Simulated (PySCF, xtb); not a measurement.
Ta(O)(OH)(NH2)2 (H₅N₂O₂Ta), SMILES [OH][Ta]([NH2])([NH2])=[O], multiplicity 1.

GFN2-xTB run with xtb at its own geometry gives an orbital gap of 4.00 eV and a dipole moment of 5.63 D.

The structure is a stationary point at PBE0-D3(BJ)/def2-SVP. The spin state was assumed, not searched. The structure was generated by enumeration; whether it is a known compound was not checked. The def2 effective core potentials stand for the cores of Ta; spin–orbit coupling is left out. The values are those of a single conformer.

Task: What does PBE/def2-TZVP (PySCF) give? (The exact figures need the calculation; the answer reports its results.)

Result: gap 4.98 eV (levels -5.88 and -0.90 eV), dipole 2.70 D.
